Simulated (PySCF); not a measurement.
Os(CO)3 (C3O3Os), SMILES [O+]#[C-]->[Os](<-[C-]#[O+])<-[C-]#[O+], multiplicity 1. Atoms are numbered in the order given.

```xyz
7

Os     0.2461    -0.2609     0.0000
O     -0.8744    -0.4129     2.8467
C     -0.3238    -0.3547     1.8410
O     -0.8744    -0.4129    -2.8467
C     -0.3238    -0.3547    -1.8410
O     -0.1096     2.6839     0.0000
C      0.0086     1.5372     0.0000
```
Charge 0, spin multiplicity 1.

Geometry: PBE0-D3(BJ)/def2-SVP. The multiplicity is an assumed one; other spin states were not compared. The def2 effective core potentials stand for the cores of Os; spin–orbit coupling is left out.

Calculation: ωB97X/def2-TZVP in PySCF.

Isolated molecule, no solvent.

Question: Estimate the frontier levels, gap, dipole moment and polarisability. (An estimate is asked for; the answer gives what the named calculation found.)

Answer: 
```json
{
 "highest_occupied_level": "-8.68 eV",
 "lowest_empty_level": "-1.31 eV",
 "orbital_gap": "7.37 eV",
 "dipole_moment": "2.78 D",
 "quadrupole, principal values (traceless, Buckingham form, about the centre of nuclear charge)": "-5.17, 0.13, 5.03 D·Å",
 "mean_static_polarisability": "88.8 bohr³ (13.16 Å³)",
 "polarisability_principal_values": "63.5, 80.6, 122.3 bohr³"
}
```
